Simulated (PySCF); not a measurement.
Computed IR spectrum (relative IR intensity) of a molecule C4H12Si2. The structure is a stationary point at ωB97X-D3(BJ)/def2-SVP. One conformer was computed; it need not be the lowest. Calculation: ωB97X-D3(BJ)/def2-SVP in PySCF. Frequencies are harmonic and unscaled.

Lines under 2 % of the strongest are left out, and lines within 2 cm⁻¹ are merged.

```
ν (cm⁻¹)  relative intensity
--------  ------------------
682                      6.1
768                      9.3
800                      7.5
836                       12
838                       16
903                       10
944                       43
960                       28
968                      7.8
988                       11
1070                      12
1093                     4.2
1166                     6.1
1282                     2.6
1390                     2.2
1444                     2.9
2231                     100
2237                      11
3054                     6.7
3062                     3.5
3103                     6.1
3121                     5.0
```

Which molecule gave these data?
A. [SiH3][C@H]1CC[SiH2]C1
B. C[SiH2]/C=C/[SiH2]C
C. C1C[SiH2]C[SiH2]C1
D. C1C[SiH2]CC[SiH2]1

C, C1C[SiH2]C[SiH2]C1
